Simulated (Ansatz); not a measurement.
AlClH2 (SMILES [AlH2][Cl]) moved off its minimum; all values from Ansatz (a first-principles code), cores frozen in correlated methods.
(charge 0, multiplicity 1)
```xyz
4

Al    -0.0623    -0.3372    -0.9570
H     -1.3625    -0.4792    -1.7748
H      1.4856    -0.6994    -1.6534
Cl    -0.0244     0.3761     0.9452
```

```tsv
level	largest force (eV/Å)	on atom	rms difference from CCSD(T)/aug-cc-pV(T+d)Z (eV/Å)	dipole (D)
HF/def2-TZVPP	2.83	Al1	0.074	0.95
PBE/def2-TZVPP	2.64	Al1	0.090	0.75
r2SCAN/def2-TZVPP	2.63	Al1	0.083	0.78
B3LYP/def2-TZVPP	2.72	Al1	0.027	0.82
wB97M-V/def2-TZVPP	2.72	Al1	0.074	0.82
MP2/aug-cc-pV(T+d)Z	2.82	Al1	0.047	0.87
CCSD(T)/aug-cc-pV(T+d)Z	2.76	Al1	0.000	0.85
```

The differences count from one level among others, with limits of its own. Forces at CCSD(T)/aug-cc-pV(T+d)Z (eV/Å):

```tsv
atom	Fx	Fy	Fz
Al1	1.955	-0.700	-1.814
H2	-0.414	-0.042	-0.104
H3	-1.450	0.289	0.640
Cl4	-0.092	0.453	1.278
```
